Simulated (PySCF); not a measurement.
# Static response to an electric field

C3H8ClNSi2.
Geometry (GFN2-xTB, Å), atoms numbered from 1 in this order:
```
atom  x, y, z in Å
N1     2.9667    1.6270    1.3467
C2     2.3848    0.8026    0.8048
Si3    1.4750   -0.5679   -0.0831
C4    -0.3837   -0.3142    0.2840
Si5   -0.9798    1.5059    0.2156
C6    -1.2136   -1.1528   -0.6605
Cl7   -0.6259   -2.8450   -0.7190
H8     2.0139   -1.8114    0.4644
H9     1.7490   -0.3929   -1.5109
H10   -0.5637   -0.6745    1.3024
H11   -0.7090    2.0335   -1.1224
H12   -0.2792    2.2639    1.2442
H13   -2.4252    1.5225    0.4558
H14   -2.2604   -1.2045   -0.3592
H15   -1.1534   -0.7843   -1.6846
```

Level: B3LYP/def2-SVPD (PySCF), static field, nuclei fixed, core orbitals frozen in the response. The polarisability tensor in these axes (au):

```
x   108.72   4.14   6.96
y     4.14 120.09  11.86
z     6.96  11.86  88.46
```

Diagonalise the tensor; give its mean and Δα, where Δα² is half the sum of the squared differences of the eigenvalues.

Principal values 83.36, 107.64 and 126.27 au; mean 105.76 au = 15.67 Å³ = 17.44 × 10⁻⁴⁰ C²·m²/J; Δα = 37.27 au (35 % of the mean).

What is the dipole moment, and where does it point?

(-3.03, -1.02, -1.31) D, 3.45 D in size, pointing from the negative to the positive side. Measured along this direction, the outermost atoms are N1 at the negative end and H14 at the positive end.

Sum over states: ᾱ = Σ f/ω², ω in Eh. What share falls to these 8 lowest TDDFT singlets (eV, f)? 6.83, 0.0086; 6.92, 0.0050; 7.05, 0.0022; 7.09, 0.0194; 7.20, 0.0232; 7.29, 0.0184; 7.35, 0.0034; 7.39, 0.0070.

They add up to 1.26 au, 1.2 % of the 105.76 au; the largest single term is 0.33 au, from the state at 7.20 eV. Terms in order: 0.14, 0.08, 0.03, 0.29, 0.33, 0.26, 0.05, 0.10 au. Higher excitations give the rest. The strengths listed sum to 0.087.

What would n − 1 = 2πNα be for an ideal gas of these molecules at 273.15 K and 1 atm, electronic part alone?

N = p/kT = 2.6868 × 10¹⁹ cm⁻³, so n − 1 = 2π × N × 15.67 × 10⁻²⁴ cm³ = 2646 × 10⁻⁶ at long wavelengths.

What are the principal values of the traceless quadrupole moment, Θ = ½Σq(3rr − r²1), about the centre of nuclear charge?

-21.45, 9.67, 11.78 D·Å. The values depend on the origin, since the dipole doesn't vanish. The electronic extent ⟨r²⟩ about the same centre is 1676 bohr², a root-mean-square distance of 2.45 Å for the 78 electrons.

What depolarisation ratio follows for Rayleigh scattering of linearly polarised light, taking the static tensor?

ρ = 3Δα²/(45ᾱ² + 4Δα²) = 4167.9/(503315 + 5557.1) = 0.00819.

One conformer (not necessarily the lowest) at the GFN2-xTB geometry, without solvent, vibrations or thermal averaging.
